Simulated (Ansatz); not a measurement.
Basis-set series for `[O]=[W]([OH])([OH])([Cl])[Cl]`. The species carries charge 0 and has multiplicity 1. W: def2 effective core potential. The structure was optimised at the PBE0-D4/def2-TZVP level. It is one conformer, not always the lowest.

```json
{"functional": "PBE0-D4", "basis": "def2-TZVPP", "functions": "261", "energy (Eh)": "-1214.20428", "HOMO (eV)": "-8.84", "LUMO (eV)": "-3.77"}
{"functional": "PBE0-D4", "basis": "def2-QZVPP", "functions": "452", "energy (Eh)": "-1214.24461", "HOMO (eV)": "-8.87", "LUMO (eV)": "-3.81"}
{"functional": "ωB97M-V", "basis": "def2-TZVPP", "functions": "261", "energy (Eh)": "-1214.54479", "HOMO (eV)": "-11.05", "LUMO (eV)": "-1.67"}
{"functional": "ωB97M-V", "basis": "def2-QZVPP", "functions": "452", "energy (Eh)": "-1214.58316", "HOMO (eV)": "-11.09", "LUMO (eV)": "-1.74"}
```

(1) Give the rows for def2-SVP. (An estimate is asked.)

## Answers

(1) Computed: 
| functional | basis | functions | energy (Eh) | HOMO (eV) | LUMO (eV) |
| --- | --- | --- | --- | --- | --- |
| PBE0-D4 | def2-SVP | 120 | -1213.57941 | -8.80 | -3.83 |
| ωB97M-V | def2-SVP | 120 | -1213.91644 | -10.97 | -1.70 |
